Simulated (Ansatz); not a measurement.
Basis-set series for `[SiH3][O][Al][Br]` radical. Charge 0, multiplicity 2. The structure was optimised at the PBE0-D4/def2-TZVP level. It is one conformer, not always the lowest.

```json
{"functional": "PBE0-D4", "basis": "def2-SVP", "functions": "97", "energy (Eh)": "-3182.07027", "HOMO (eV)": "-6.35", "LUMO (eV)": "-3.02"}
{"functional": "PBE0-D4", "basis": "def2-TZVPP", "functions": "205", "energy (Eh)": "-3182.67067", "HOMO (eV)": "-6.44", "LUMO (eV)": "-3.06"}
{"functional": "ωB97M-V", "basis": "def2-SVP", "functions": "97", "energy (Eh)": "-3182.47474", "HOMO (eV)": "-8.00", "LUMO (eV)": "-1.64"}
{"functional": "ωB97M-V", "basis": "def2-TZVPP", "functions": "205", "energy (Eh)": "-3183.07510", "HOMO (eV)": "-8.10", "LUMO (eV)": "-1.67"}
```

Give the rows for def2-QZVPP. (Estimate.)

Ansatz gave: 
```csv
functional,basis,functions,energy (Eh),HOMO (eV),LUMO (eV)
PBE0-D4,def2-QZVPP,376,-3182.74564,-6.44,-3.08
ωB97M-V,def2-QZVPP,376,-3183.14698,-8.14,-1.72
```

HOMO and LUMO are taken over both spins. Scalar relativity is left out up to krypton.
